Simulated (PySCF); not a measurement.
SMILES C[C](C)SC(C)(C)C, doublet (GFN2-xTB optimised geometry):

```
23

C      2.451     1.448    -0.856
C      1.458     0.403    -1.223
C      1.148     0.188    -2.663
S      0.941    -0.676     0.000
C     -0.959    -0.676     0.000
C     -1.426     0.769     0.000
C     -1.504    -1.449    -1.190
C     -1.318    -1.374     1.304
H      2.577     1.495     0.223
H      2.121     2.427    -1.215
H      3.426     1.252    -1.311
H      2.023     0.427    -3.271
H      0.335     0.836    -3.008
H      0.863    -0.844    -2.854
H     -2.514     0.808     0.037
H     -1.030     1.297     0.865
H     -1.092     1.283    -0.899
H     -1.031    -2.427    -1.258
H     -2.577    -1.595    -1.072
H     -1.336    -0.912    -2.119
H     -2.399    -1.404     1.429
H     -0.938    -2.394     1.305
H     -0.884    -0.848     2.151
```

Level of theory: PySCF with unrestricted CAM-B3LYP/def2-SVP.

**Question.** What are the frontier orbital energies (α orbitals alone; a β orbital can be the lowest empty one) and the dipole moment?

**Answer.** HOMO-2 -9.88 eV, HOMO-1 -8.05 eV, HOMO -6.08 eV, LUMO 2.40 eV, LUMO+1 2.87 eV; dipole moment 1.40 D.

Meta-Löwdin charges at CAM-B3LYP/def2-SVP: C1 -0.29, C2 -0.09, C3 -0.29, S4 0.03, C5 0.05, C6 -0.29, C7 -0.29, C8 -0.29, H9 0.11, H10 0.10, H11 0.10, H12 0.10, H13 0.10, H14 0.11, H15 0.09, H16 0.10, H17 0.10, H18 0.10, H19 0.09, H20 0.10, H21 0.10, H22 0.10, H23 0.10.
